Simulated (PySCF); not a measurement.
# Working out the excitation energy of Ar²⁺

Ar²⁺ [Ne] 3s2 3p4 (3P) → Ar²⁺ [Ne] 3s2 3p3 3d1 (5D). All numbers are calculated (PySCF 2.14, scalar relativity by spin-free X2C-1e, in aug-cc-pVDZ-DK). Frozen: [Ne]. Energies in hartree (1 hartree = 27.21139 eV):

| part | Ar²⁺ (lower) | Ar²⁺ (upper) |
| --- | --- | --- |
| UHF | -527.098655 | -526.363184 |
| CCSD correlation | -0.111021 | -0.085595 |
| (T) | -0.001221 | -0.000670 |

**Question.** What does Hartree-Fock give?

**Answer.** (-526.363184) − (-527.098655) = 0.735471 hartree = 20.013 eV.

**Question.** What do CCSD and CCSD(T) give?

**Answer.** The CCSD correlation energies differ by 0.025426 hartree = 0.692 eV and the triples by 0.000551 hartree = 0.015 eV, so CCSD gives 20.705 eV and CCSD(T) 20.720 eV.

A double-zeta basis recovers only part of the correlation energy.
